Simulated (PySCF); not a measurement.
GeI3 (SMILES [I][Ge]([I])[I]), doublet, at a GFN2-xTB geometry (all electrons, no relativity); WB97X/STO-3G in PySCF.

Input for PySCF:
```python
from pyscf import gto, scf, dft

mol = gto.Mole()
mol.atom = '''
    I     2.25206705   -0.94421030   -0.11161709
    Ge   -0.01119006    0.00978107    0.77507200
    I    -1.93899559   -1.47944112   -0.16537093
    I    -0.30631520    2.41774587   -0.19097999
'''
mol.basis = 'sto-3g'
mol.spin = 1
mol.verbose = 4
mol.build()

mf = dft.UKS(mol)
mf.xc = 'wb97x'
mf.grids.atom_grid = (99, 590)
mf.grids.prune = None
mf.kernel()
```

Output, abridged:

```
PySCF version 2.14.0

[INPUT] verbose = 4
[INPUT] num. atoms = 4
[INPUT] num. electrons = 191
[INPUT] charge = 0
[INPUT] spin (= nelec alpha-beta = 2S) = 1
[INPUT] symmetry False subgroup None
[INPUT] Mole.unit = angstrom
[INPUT] Symbol           X                Y                Z      unit          X                Y                Z       unit  Magmom
[INPUT]  1 I      2.252067050000  -0.944210300000  -0.111617090000 AA    4.255789938657  -1.784298870993  -0.210925730921 Bohr   0.0
[INPUT]  2 Ge    -0.011190060000   0.009781070000   0.775072000000 AA   -0.021146148717   0.018483543505   1.464673806819 Bohr   0.0
[INPUT]  3 I     -1.938995590000  -1.479441120000  -0.165370930000 AA   -3.664170621839  -2.795738534220  -0.312505766665 Bohr   0.0
[INPUT]  4 I     -0.306315200000   2.417745870000  -0.190979990000 AA   -0.578851835791   4.568877533098  -0.360899876372 Bohr   0.0

nuclear repulsion = 2086.45892604205
number of shells = 41
number of NR pGTOs = 297
number of NR cGTOs = 99
basis = sto-3g
ecp = {}

******** <class 'pyscf.dft.uks.UKS'> ********
method = UKS
initial guess = minao
damping factor = 0
level_shift factor = 0
DIIS = <class 'pyscf.scf.diis.CDIIS'>
diis_start_cycle = 1
diis_space = 8
diis_damp = 0
SCF conv_tol = 1e-09
SCF conv_tol_grad = None
SCF max_cycles = 50
direct_scf = True
direct_scf_tol = 1e-13
number electrons alpha = 96  beta = 95
XC library pyscf.dft.libxc version 7.1.2
    S. Lehtola, C. Steigemann, M. J. T. Oliveira, and M. A. L. Marques,  SoftwareX 7, 1–5 (2018)
XC functionals = wb97x
    J.-D. Chai and M. Head-Gordon,  J. Chem. Phys. 128, 084106 (2008)
radial grids:
    Treutler-Ahlrichs [JCP 102, 346 (1995); DOI:10.1063/1.469408] (M4) radial grids

becke partition: Becke, JCP 88, 2547 (1988); DOI:10.1063/1.454033
pruning grids: None
grids dens level: 3
symmetrized grids: False
atomic radii adjust function: <function treutler_atomic_radii_adjust>
User specified grid scheme (99, 590)
small_rho_cutoff = 0
Set gradient conv threshold to 3.16228e-05
tot grids = 233640
init E= -22544.2886862205

cycle= 1 E= -22612.2105576556  delta_E= -67.9  |g|= 0.233  |ddm|= 2.09
cycle= 2 E= -22612.2522098857  delta_E= -0.0417  |g|= 0.0636  |ddm|= 0.603
cycle= 3 E= -22612.2598033562  delta_E= -0.00759  |g|= 0.0333  |ddm|= 0.265
cycle= 4 E= -22612.2617343906  delta_E= -0.00193  |g|= 0.0136  |ddm|= 0.107
cycle= 5 E= -22612.2627215378  delta_E= -0.000987  |g|= 0.00438  |ddm|= 0.141
cycle= 6 E= -22612.2628210715  delta_E= -9.95e-05  |g|= 0.00208  |ddm|= 0.0328
cycle= 7 E= -22612.2628544345  delta_E= -3.34e-05  |g|= 0.000748  |ddm|= 0.0274
cycle= 8 E= -22612.2628584238  delta_E= -3.99e-06  |g|= 0.000446  |ddm|= 0.00608
cycle= 9 E= -22612.2628606391  delta_E= -2.22e-06  |g|= 0.000155  |ddm|= 0.00677
cycle= 10 E= -22612.2628608633  delta_E= -2.24e-07  |g|= 2.49e-05  |ddm|= 0.00253
cycle= 11 E= -22612.2628608663  delta_E= -3.01e-09  |g|= 5.98e-06  |ddm|= 0.000235
cycle= 12 E= -22612.2628608665  delta_E= -1.82e-10  |g|= 1.7e-06  |ddm|= 4.94e-05
Extra cycle  E= -22612.2628608665  delta_E= 6.55e-11  |g|= 9.19e-07  |ddm|= 7.28e-06
converged SCF energy = -22612.2628608665  <S^2> = 0.75647554  2S+1 = 2.0064651
```
